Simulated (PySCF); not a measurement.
2,2'-bipyridine, C10H8N2, SMILES n1ccccc1-c1ccccn1, GFN2-xTB optimised geometry.

```
20

C     -1.61     3.17     0.00
C     -0.22     3.18     0.00
C      0.46     1.97     0.00
C     -0.27     0.78     0.00
C      0.37    -0.55     0.00
C      1.75    -0.74     0.00
C      2.25    -2.03     0.00
C      1.37    -3.09     0.00
C      0.01    -2.81     0.00
N     -0.47    -1.58     0.00
N     -1.60     0.79     0.00
C     -2.24     1.93     0.00
H     -2.17     4.09     0.00
H      0.32     4.11     0.00
H      1.54     1.97     0.00
H      2.43     0.10     0.00
H      3.32    -2.19     0.00
H      1.72    -4.11     0.00
H     -0.73    -3.60     0.00
H     -3.32     1.86     0.00
```

Density from CAM-B3LYP/def2-SVP (PySCF) at that geometry.

Minimum of the electron density along straight lines between bonded atoms, close to the bond critical point (lines longer than 1.1 times the sum of covalent radii, or with two minima, are not listed):

| bond | length / Å | ρ at the minimum / e bohr⁻³ | ∇²ρ there / e bohr⁻⁵ | position (fraction from the first atom) |
|---|---|---|---|---|
| C1–C2 | 1.385 | 0.315 | -0.82 | 0.50 |
| C2–C3 | 1.384 | 0.315 | -0.82 | 0.50 |
| C3–C4 | 1.398 | 0.310 | -0.79 | 0.50 |
| C4–C5 | 1.475 | 0.276 | -0.71 | 0.50 |
| C5–C6 | 1.398 | 0.310 | -0.79 | 0.50 |
| C6–C7 | 1.384 | 0.315 | -0.82 | 0.50 |
| C7–C8 | 1.385 | 0.315 | -0.82 | 0.50 |
| C8–C9 | 1.389 | 0.315 | -0.83 | 0.50 |
| C5–N10 | 1.331 | 0.349 | -1.10 | 0.36 |
| C9–N10 | 1.315 | 0.357 | -1.01 | 0.35 |
| C4–N11 | 1.331 | 0.349 | -1.10 | 0.36 |
| C1–C12 | 1.389 | 0.315 | -0.83 | 0.50 |
| N11–C12 | 1.315 | 0.357 | -1.01 | 0.65 |
| C1–H13 | 1.079 | 0.284 | -1.10 | 0.64 |
| C2–H14 | 1.081 | 0.284 | -1.10 | 0.64 |
| C3–H15 | 1.078 | 0.285 | -1.09 | 0.63 |
| C6–H16 | 1.078 | 0.285 | -1.09 | 0.63 |
| C7–H17 | 1.081 | 0.284 | -1.10 | 0.64 |
| C8–H18 | 1.079 | 0.284 | -1.10 | 0.64 |
| C9–H19 | 1.083 | 0.288 | -1.14 | 0.64 |
| C12–H20 | 1.083 | 0.288 | -1.14 | 0.64 |
